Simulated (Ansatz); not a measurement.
Input for Ansatz (a first-principles code): U-PBE0/def2-TZVPP on CuC, 2S+1 = 4, a spin state set in the input, which need not be the lowest.

Ansatz 0.2 input:
```yaml
crystal:
  periodic: [false, false, false]
  atoms:
    - {symbol: Cu, position_ang: [0.00000000, 0.00000000, 0.00000000]}
    - {symbol: C, position_ang: [0.00000000, 0.00000000, 1.97600000]}
basis:
  gaussian:
    orbitals: def2-TZVPP
hamiltonian:
  xc: {name: PBE0}
magnetization: {spin_polarized: true, initial_magnetization: 3}
relax: {f_tol: 0.002, max_steps: 120}
```

Output:

```
WARN ansatz: RAYON_NUM_THREADS=2 ignored (pool sized by the plan → 2); use --threads N
Functional definition: PBE0
integrals: 0.03 GiB planned
783 factors; their error is unknown
mean field: 0.38 GiB planned
mean field evaluation 1: about -45661.0015 eV, gradient 3.3e1 eV
mean field evaluation 2: about -45651.3375 eV, gradient 8.2e1 eV
mean field evaluation 4: about -45664.0091 eV, gradient 4.8e0 eV
mean field evaluation 8: about -45664.1438 eV, gradient 3.8e-2 eV
mean field evaluation 16: about -45664.1846 eV, gradient 1.3e-4 eV
mean field -45664.18455799 eV, -1678.1278302101 hartree, gradient 2.8e-5 eV, S^2 3.772946; 0 other end points of the search recorded, 0 dependent functions left out
the calculation of the forces begins
reference -45664.18459037 eV, -1678.1278314001 hartree; 19, 16 occupied and 76, 79 virtual orbitals, 783 factors
relax step   1: F+E_penalty+E_count = -45664.18455799 eV  Δ(F+E_penalty+E_count) = +0.000e0 eV  max|allowed force component| = 1.415e0 eV/Å  Δτ_max = 0.0000 Å  (34 SCF iters, accepted)
these checks for a lower state are left out or cut short: starts, cluster_reference, orbital_swaps, neighbouring_geometries, increment
integrals: 0.03 GiB planned
783 factors; their error is unknown
mean field: 0.38 GiB planned
mean field -45664.26242342 eV, -1678.1306917118 hartree, gradient 1.6e-5 eV, S^2 3.773763; 0 other end points of the search recorded, 0 dependent functions left out
the calculation of the forces begins
reference -45664.26245559 eV, -1678.1306928941 hartree; 19, 16 occupied and 76, 79 virtual orbitals, 783 factors
relax step   2: F+E_penalty+E_count = -45664.26242342 eV  Δ(F+E_penalty+E_count) = -7.787e-2 eV  max|allowed force component| = 1.033e0 eV/Å  Δτ_max = 0.0315 Å  (38 SCF iters, accepted)
these checks for a lower state are left out or cut short: starts, cluster_reference, orbital_swaps, neighbouring_geometries, increment
integrals: 0.03 GiB planned
783 factors; their error is unknown
mean field: 0.38 GiB planned
mean field evaluation 32: about -45664.3067 eV, gradient 1.5e-5 eV
mean field -45664.30671361 eV, -1678.1323193462 hartree, gradient 2.3e-5 eV, S^2 3.774686; 0 other end points of the search recorded, 0 dependent functions left out
the calculation of the forces begins
reference -45664.30674528 eV, -1678.1323205102 hartree; 19, 16 occupied and 76, 79 virtual orbitals, 783 factors
relax step   3: F+E_penalty+E_count = -45664.30671361 eV  Δ(F+E_penalty+E_count) = -4.429e-2 eV  max|allowed force component| = 6.607e-1 eV/Å  Δτ_max = 0.0744 Å  (42 SCF iters, accepted)
these checks for a lower state are left out or cut short: starts, cluster_reference, orbital_swaps, neighbouring_geometries, increment
integrals: 0.03 GiB planned
783 factors; their error is unknown
mean field: 0.38 GiB planned
mean field -45664.32100355 eV, -1678.1328444921 hartree, gradient 2.6e-5 eV, S^2 3.774582; 0 other end points of the search recorded, 0 dependent functions left out
the calculation of the forces begins
reference -45664.32103538 eV, -1678.1328456617 hartree; 19, 16 occupied and 76, 79 virtual orbitals, 783 factors
relax step   4: F+E_penalty+E_count = -45664.32100355 eV  Δ(F+E_penalty+E_count) = -1.429e-2 eV  max|allowed force component| = 1.858e-2 eV/Å  Δτ_max = 0.0232 Å  (38 SCF iters, accepted)
these checks for a lower state are left out or cut short: starts, cluster_reference, orbital_swaps, neighbouring_geometries, increment
integrals: 0.03 GiB planned
783 factors; their error is unknown
mean field: 0.38 GiB planned
mean field -45664.32101686 eV, -1678.1328449811 hartree, gradient 5.8e-5 eV, S^2 3.774587; 0 other end points of the search recorded, 0 dependent functions left out
the calculation of the forces begins
reference -45664.32104868 eV, -1678.1328461506 hartree; 19, 16 occupied and 76, 79 virtual orbitals, 783 factors
relax step   5: F+E_penalty+E_count = -45664.32101686 eV  Δ(F+E_penalty+E_count) = -1.331e-5 eV  max|allowed force component| = 6.945e-4 eV/Å  Δτ_max = 0.0007 Å  (27 SCF iters, accepted)
integrals: 0.03 GiB planned
783 factors; their error is unknown
mean field: 0.38 GiB planned
mean field evaluation 64: about -45664.3210 eV, gradient 1.8e-3 eV
mean field -45664.32101686 eV, -1678.1328449811 hartree, gradient 5.8e-5 eV, S^2 3.774587; 1 other end points of the search recorded, 0 dependent functions left out
the calculation of the forces begins
reference -45664.32104868 eV, -1678.1328461506 hartree; 19, 16 occupied and 76, 79 virtual orbitals, 783 factors
Total energy: -45664.32104868 eV, -1678.1328461506 hartree
Atom 0 at     0.000000    -0.000000     0.083311 Å, force     0.000000     0.000000     0.000694 eV/Å
Atom 1 at    -0.000000     0.000000     1.892689 Å, force    -0.000000     0.000000    -0.000694 eV/Å
Dipole moment:     0.000000     0.000000    -0.791295 e Å
```

Self-consistency was reached.

Cost: very roughly 16 core-seconds.
